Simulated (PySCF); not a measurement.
Two species compared at the same levels of theory.

First species: CH7GeNS.
SMILES: `C[NH][GeH2][SH]`

Second species: C6H11ClOSi.
Numbering: `[CH2:1]=[CH:2][CH2:3][C@@H:4]1[CH2:5][CH2:6][O:7][Si@H:8]1[Cl:9]` (hydrogens: H10, H11 on C1; H12 on C2; H13, H14 on C3; H15 on C4; H16, H17 on C5; H18, H19 on C6; H20 on Si8)

Levels: CAM-B3LYP/def2-SVPD for HOMO energy, LUMO energy, HOMO–LUMO gap and static isotropic polarisability; TDDFT CAM-B3LYP/def2-SVPD for lowest singlet excitation; TDA CAM-B3LYP/def2-SVPD for lowest triplet excitation (Tamm–Dancoff); ΔSCF CAM-B3LYP/def2-SVPD for vertical ionisation energy. Geometries: PBE0-D3(BJ)/def2-SVP. Each species is one conformer at its optimised geometry, gas phase, non-relativistic unless stated. Electronic properties by PySCF.

The conformers computed, where there is a choice (atom-mapped SMILES and torsion angles):
- `[CH3:1][NH:2][GeH2:3][SH:4]`: C1–N2–Ge3–S4 56°, H–S4–Ge3–N2 70°

The conformers of `C=CC[C@@H]1CCO[Si@H]1Cl` aren't listed.

**Question.** Which has the higher HOMO energy?

**Answer.** The first: -8.19 eV against -8.99 eV, a difference of 0.80 eV.

**Question.** Which of the two has the higher LUMO energy, and by how much?

**Answer.** The second: 1.08 eV against 0.74 eV, a difference of 0.34 eV.

**Question.** Which of the two has the higher S1 energy, and by how much?

**Answer.** The second: 7.35 eV against 5.79 eV, a difference of 1.56 eV.

**Question.** Which has the higher static isotropic polarisability?

**Answer.** The second: 110.3 au against 74.9 au, a difference of 35.4 au.

**Question.** Which has the higher T1 energy?

**Answer.** The first: 5.45 eV against 4.37 eV, a difference of 1.08 eV.

**Question.** Which has the higher vertical ionisation energy?

**Answer.** The second: 9.81 eV against 8.92 eV, a difference of 0.89 eV.

**Question.** Which of the two has the higher HOMO–LUMO gap, and by how much?

**Answer.** The second: 10.07 eV against 8.93 eV, a difference of 1.14 eV.

On the first: The ΔSCF ionisation energy exceeds −ε(HOMO) by 0.73 eV with CAM-B3LYP. The vertical singlet–triplet gap S1 − T1 is 0.34 eV (TDDFT singlet less Tamm–Dancoff triplet; S1: HOMO→LUMO, weight 0.61; T1: HOMO→LUMO, weight 0.43, beside HOMO→LUMO+1, weight 0.24). Relativistic effects, spin–orbit coupling among them, are left out although an element past zinc is present.

On the second: The principal polarisabilities are 92.0, 112.8 and 126.0 au; their mean is the isotropic value. The ΔSCF ionisation energy exceeds −ε(HOMO) by 0.82 eV with CAM-B3LYP.
